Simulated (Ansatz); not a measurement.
`[BH2][AlH][OH]` + `Cl[SiH]1N[SiH2]1` → `BN1[SiH2][SiH]1Cl` + `[OH][AlH2]` at 600 K and 1 bar (cleavage of the B–Al bond).

Calculated with Ansatz (gas phase, PBE0-D4/def2-TZVP geometries, no zero-point term in ΔE). CBS: MP2 limit from def2 TZ/QZ plus the TZ coupled-cluster correction, frozen cores. This one scheme is used for every species. Each species was taken in one conformer, which may not be the lowest.

```tsv
species	CCSD(T)/CBS energy (Eh)	H − E (kJ/mol)	S (J/(mol·K))
`[BH2][AlH][OH]`	-344.39123	151.5	367.8
`Cl[SiH]1N[SiH2]1`	-1095.09347	166.3	398.9
`BN1[SiH2][SiH]1Cl`	-1120.50903	208.9	451.1
`[OH][AlH2]`	-319.03157	103.2	300.4
```

H − E and S are ideal-gas, rigid-rotor, harmonic terms from PBE0-D4/def2-TZVP, for one conformer and one mirror image of each species. 1 Eh = 2625.50 kJ/mol, R = 8.31446 J/(mol·K).

Question: By hand: ΔE, ΔH, ΔS and ΔG.

Answer: ΔE = (-1120.50903) + (-319.03157) − (-344.39123) − (-1095.09347) = -0.05590 Eh = -146.8 kJ/mol. Δ(H − E) = 208.9 + 103.2 − 151.5 − 166.3 = -5.7, so ΔH = -152.5 kJ/mol. ΔS = 451.1 + 300.4 − 367.8 − 398.9 = -15.2 J/(mol·K). ΔG = -152.5 − 600 × (-15.2)/1000 = -143.4 kJ/mol.

Question: By hand: the equilibrium constant, and the temperature at which ΔG would vanish if ΔH and ΔS stayed fixed.

Answer: log₁₀ K = −ΔG/(RT ln 10) = 12.5. ΔG = 0 at ΔH/ΔS = 10033 K, far beyond where these terms or the molecules hold.

ΔH outweighs TΔS. A doubt of 5 kJ/mol in ΔE shifts log₁₀ K by 0.4 here. Other conformers and mirror images would add mixing entropy, several J/(mol·K) or more a flexible species. These are equilibria of isolated gas molecules and say nothing of rates. Largest T1 diagnostic: 0.013 (customary marks: 0.02 for closed shells, 0.045 for open ones).
